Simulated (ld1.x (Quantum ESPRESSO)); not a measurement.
**u(r) = r·R(r): atom against pseudo-atom (Co)**

Columns: radius, all-electron u(r) and pseudo u(r) of the 4p shell (level -1.28 eV) of cobalt in the configuration [Ar] 3d7 4s2 4p0; PBE, scalar-relativistic, PAW scheme, ld1.x (Quantum ESPRESSO) 7.5.

```tsv
r (bohr)	all-electron	pseudo
0.145	0.0980	0.0038
0.290	-0.0124	0.0151
0.435	-0.1290	0.0334
0.580	-0.1692	0.0578
0.725	-0.1464	0.0873
0.870	-0.0890	0.1208
1.015	-0.0177	0.1568
1.160	0.0560	0.1941
1.305	0.1259	0.2315
1.450	0.1895	0.2678
1.595	0.2458	0.3024
1.740	0.2947	0.3344
1.885	0.3368	0.3634
2.030	0.3724	0.3893
2.175	0.4021	0.4121
2.320	0.4265	0.4317
2.465	0.4461	0.4482
2.610	0.4613	0.4619
2.755	0.4726	0.4727
2.900	0.4805	0.4805
3.045	0.4853	0.4853
3.190	0.4874	0.4874
3.335	0.4872	0.4872
3.480	0.4849	0.4849
3.625	0.4810	0.4810
3.770	0.4756	0.4756
```

(1) How many radial nodes do the two functions have?

(2) At about which radius was the pseudo-wave matched?

(3) Is the pseudo-wave norm-conserving?

## Answers

(1) The all-electron 4p function has n − l − 1 = 2; the pseudo-wave has 0, since the states of the same l below it are removed with the core.

(2) 2.90 bohr, where the columns begin to agree (steps of 0.14 bohr).

(3) No, it belongs to a PAW set: the norm inside the radius is not constrained, and the difference is carried by the augmentation charge.
